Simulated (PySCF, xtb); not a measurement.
Te(Me)(SiMe3) (C4H12SiTe), SMILES C[Te][Si](C)(C)C.

Geometry: B3LYP-D3(BJ)/def2-SVP. The def2 effective core potentials stand for the cores of Te; spin–orbit coupling is left out. Other conformers were not sampled.

Method: PySCF with IEF-PCM-PBE0/def2-SVP.

The values are the electrostatic part of the solvation free energy, E(continuum) − E(gas) at the gas-phase geometry, in a cavity of scaled van der Waals radii (PySCF's table); cavitation and dispersion terms are not included. In vacuum the orbital gap is 5.46 eV. The dipole moment in vacuum is 1.82 D.

```
solvent              ε  ΔG(elec) (kcal/mol)  dipole (D)  gap (eV)
---------------  -----  -------------------  ----------  --------
water            78.36                 -3.3        2.70      5.66
tetrahydrofuran   7.43                 -2.6        2.51      5.62
dichloromethane   8.93                 -2.7        2.54      5.62
```

For comparison, GFN2-xTB/ALPB(water) (xtb, at the GFN2-xTB geometry, all terms of that model) gives -1.6 kcal/mol.
